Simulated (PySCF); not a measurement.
KF, SMILES [F][K].

Coordinates come from a PBE0-D3(BJ)/def2-TZVPD optimisation.

Level of theory: TDA-B3LYP/def2-TZVPD (PySCF 2.14.0).

Vertical excitations; the highest root listed may be one member of a degenerate set.  State labels are in the subgroup C2v.

```json
[
 {"state": "S1", "symmetry": "B1", "energy (eV)": "4.05", "λ (nm)": "306", "f": "0.005", "main pairs": "HOMO−1→LUMO (degenerate set)"},
 {"state": "S2", "symmetry": "B2", "energy (eV)": "4.05", "λ (nm)": "306", "f": "0.005", "main pairs": "HOMO→LUMO (degenerate set)"},
 {"state": "S3", "symmetry": "A1", "energy (eV)": "4.15", "λ (nm)": "299", "f": "0.038", "main pairs": "HOMO−2→LUMO 98 %"},
 {"state": "S4", "symmetry": "B2", "energy (eV)": "5.54", "λ (nm)": "224", "f": "0.003", "main pairs": "HOMO−2→LUMO+2 (degenerate set)"},
 {"state": "S5", "symmetry": "B1", "energy (eV)": "5.54", "λ (nm)": "224", "f": "0.003", "main pairs": "HOMO−2→LUMO+1 (degenerate set)"},
 {"state": "S6", "symmetry": "A1", "energy (eV)": "5.56", "λ (nm)": "223", "f": "0.000", "main pairs": "HOMO−1→LUMO+1 50 %, HOMO→LUMO+2 50 %"},
 {"state": "S7", "symmetry": "A2", "energy (eV)": "5.56", "λ (nm)": "223", "f": "0.000", "main pairs": "HOMO−1→LUMO+2 50 %, HOMO→LUMO+1 50 %"},
 {"state": "S8", "symmetry": "A2", "energy (eV)": "5.59", "λ (nm)": "222", "f": "0.000", "main pairs": "HOMO→LUMO+1 50 %, HOMO−1→LUMO+2 50 %"},
 {"state": "S9", "symmetry": "A1", "energy (eV)": "5.61", "λ (nm)": "221", "f": "0.000", "main pairs": "HOMO→LUMO+2 48 %, HOMO−1→LUMO+1 48 %"},
 {"state": "S10", "symmetry": "B1", "energy (eV)": "5.80", "λ (nm)": "214", "f": "0.028", "main pairs": "HOMO−1→LUMO+3 97 %"},
 {"state": "T1", "symmetry": "A1", "energy (eV)": "4.02", "λ (nm)": "308", "f": "0", "main pairs": "HOMO−2→LUMO (degenerate set)"},
 {"state": "T2", "symmetry": "B1", "energy (eV)": "4.02", "λ (nm)": "308", "f": "0", "main pairs": "HOMO−1→LUMO (degenerate set)"},
 {"state": "T3", "symmetry": "B2", "energy (eV)": "4.02", "λ (nm)": "308", "f": "0", "main pairs": "HOMO→LUMO (degenerate set)"},
 {"state": "T4", "symmetry": "A1", "energy (eV)": "5.55", "λ (nm)": "223", "f": "0", "main pairs": "HOMO−1→LUMO+1 49 %, HOMO→LUMO+2 49 %"}
]
```
Triplets are in the Tamm–Dancoff approximation.
